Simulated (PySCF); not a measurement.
C₂H₁₀O₃Si₂, SMILES C([SiH3])C[Si](O)(O)O, GFN2-xTB optimised geometry.

```
17

Si    -1.88     1.28     0.08
C     -1.09    -0.44     0.16
C      0.44    -0.40     0.00
Si     1.23    -2.12     0.00
O      0.61    -2.84    -1.33
O      0.96    -2.99     1.35
O      2.86    -2.12     0.00
H     -1.57     1.91    -1.21
H     -3.33     1.17     0.24
H     -1.34     2.12     1.15
H     -1.34    -0.92     1.11
H     -1.50    -1.08    -0.62
H      0.68     0.12    -0.93
H      0.86     0.20     0.80
H      0.84    -3.74    -1.54
H      0.07    -3.08     1.68
H      3.33    -1.66    -0.69
```

Density from PySCF with CAM-B3LYP/def2-SVP at that geometry.

Minimum of the electron density along straight lines between bonded atoms, close to the bond critical point (lines longer than 1.1 times the sum of covalent radii, or with two minima, are not listed):

```
bond     length / Å  ρ at the minimum / e bohr⁻³  ∇²ρ there / e bohr⁻⁵  position (fraction from the first atom)
-------  ----------  ---------------------------  --------------------  ---------------------------------------
Si1–C2        1.899                        0.113                  0.32                                     0.38
C2–C3         1.532                        0.236                     …                                     0.50
C3–Si4        1.896                        0.117                  0.32                                     0.62
Si4–O5        1.636                        0.128                  1.04                                     0.41
Si4–O6        1.627                        0.131                  1.09                                     0.41
Si4–O7        1.628                        0.130                  1.08                                     0.41
Si1–H8        1.465                        0.117                  0.33                                     0.49
Si1–H9        1.466                        0.116                  0.34                                     0.49
Si1–H10       1.466                        0.116                  0.34                                     0.49
C2–H11        1.093                        0.271                 -0.95                                     0.62
C2–H12        1.091                        0.274                 -0.99                                     0.63
C3–H13        1.091                        0.272                 -0.97                                     0.62
C3–H14        1.091                        0.272                 -0.97                                     0.62
O5–H15        0.954                        0.353                 -2.43                                     0.82
O6–H16        0.952                        0.356                 -2.44                                     0.82
O7–H17        0.952                        0.357                 -2.48                                     0.82
```

Some entries are withheld; supply them.


- C2–C3, ∇²ρ there / e bohr⁻⁵: -0.51
